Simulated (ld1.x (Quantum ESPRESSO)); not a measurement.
# Ca: excitation energies, all-electron against TM

Ca (Z = 20), norm-conserving Troullier–Martins (Kleinman–Bylander form), made with ld1.x (Quantum ESPRESSO) 7.5 (BP86, scalar-relativistic). Core [Ne] 3s2, reference 3p6 3d0 4s2 4p0. Waves: 4s (bound): rc 2.35 bohr; 3p (bound): rc 1.40 bohr; 3d (bound, empty): rc 2.50 bohr. Local part: all-electron potential smoothed inside 1.75 bohr (lloc = -1). Core correction: Bessel-smoothed model core inside 1.30 bohr.

Energies are relative to the spin-unpolarised reference configuration 3p6 3d0 4s2 4p0; without spin polarisation the order of configurations can differ from experiment.

```
valence configuration  charge  ΔE all-electron (eV)  error AE − PS (meV)
      3p6 3d0 4s1 4p0      +1                 6.455                 -0.6
      3p6 3d0 4s0 4p0      +2                18.254                 -3.1
    3p6 3d0 4s1.5 4p0    +0.5                 2.569                 -0.2
      3p6 3d1 4s0 4p0      +1                 7.835                  -10
      3p6 3d0 4s1 4p1       0                 2.455                 +0.8
```

What are ΔE and the potential's error for 3p6 3d0 4s0 4p2?

ΔE = 5.016 eV all-electron; the error (AE − PS) is 0.0 meV.

What are ΔE and the potential's error for 3p6 3d0 4s0 4p1?

ΔE = 9.510 eV all-electron; the error (AE − PS) is +0.4 meV.

Note: ghost state, extra bound levels that the all-electron valence spectrum of the same l lacks: s at -27.6 eV. A true bound ghost makes a file unfit for plane-wave use.
